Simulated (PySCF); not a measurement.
CH3NOSi, SMILES O=C=N[SiH3].

Coordinates come from a PBE0-D3(BJ)/def2-SVP optimisation.

Level of theory: ωB97X/def2-TZVPD in PySCF.

The molecule is in vacuum.

Computed frontier levels, gap, dipole moment and polarisability:
```
Quantity                                                                                                        Value
---------------------------------------------------------------------------------------------  ----------------------
highest occupied level                                                                                      -11.05 eV
lowest empty level                                                                                            1.44 eV
orbital gap                                                                                                  12.50 eV
dipole moment                                                                                                  2.17 D
quadrupole, principal values (traceless, Buckingham form, about the centre of nuclear charge)   -4.63, 2.31, 2.31 D·Å
mean static polarisability                                                                       49.6 bohr³ (7.35 Å³)
polarisability, principal values                                                               39.3, 39.3, 70.2 bohr³
```
